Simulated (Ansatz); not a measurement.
A made-up structure of CH3ClIn (charge +1), closed shell:

Cl1  (-1.759, -1.028, -0.204)
C2  (-0.187, -0.831, -0.114)
In3  (0.388, 0.946, 0.137)
H4  (0.565, -1.656, -0.190)
H5  (0.567, 1.508, -1.556)
H6  (0.425, 1.061, 1.926)
(Å)

It is relaxed with PBE-D4/def2-SVP and then PBE0-D4/def2-TZVP (Ansatz 0.2.0). Atoms count as bonded within 1.22 times the sum of their covalent radii (H–H: 0.88 Å). The end point is not checked to be a true minimum.

(1) Does its bonding change? (A judgement: the text doesn't fix the answer.)

Results:

(1) By the calculation: Yes. Formed: none; broken: Cl1–In3.

Where it ends: The first stage lowers the energy by 1.58 eV in 7 steps. It ends as CH₃ClIn ([Cl][CH][InH2]), total charge +1:
```xyz
6
angstrom
Cl -1.8393 -1.4196 -0.2612
C -0.2773 -1.0036 -0.1403
In 0.4893 1.1630 0.1702
H 0.3624 -1.8917 -0.2267
H 0.6957 1.7837 -1.3828
H 0.5693 1.3682 1.8409
```

Labels in which every atom is bracketed show which atoms are joined, not bond orders.

For scale, one of the runs: PBE0-D4/def2-TZVP relaxation, 136 basis functions, launched by `ansatz run in.yaml --threads 2 --pin off --events-out ev --progress --plain --max-ram 4352MiB`. Hardware: 2 CPU threads of an AMD EPYC 9R45, shared host. Wall time about 9 s.
